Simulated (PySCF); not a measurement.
**Relaxation of singlet LaOF**

Method: PySCF, PBE0, basis La def2-TZVP with ECP46, O def2-TZVP, F def2-TZVP (scalar-relativistic core potentials, no spin–orbit coupling, density fitting). A (50,194) grid was used.

A hand-made linear start, of C∞v symmetry, held to at least that symmetry:

Coordinates in bohr (charge 0 multiplicity 1):
```
La    0.0000    0.0000   -0.1631
O     0.0000    0.0000   -3.8669
F     0.0000    0.0000    4.4479
```

What does it relax to?

It ends at C∞v with La–F 2.324 Å, La–O 1.952 Å; F–La–O 180.0° (after a last refinement on a finer grid). A frequency run shows 2 imaginary modes (one degenerate set), down to 172i cm⁻¹, so it is a higher-order saddle point. Other isomers or separated fragments may lie lower.

How much energy is released, and in how many steps?

6.2 kJ/mol in 4 steps.
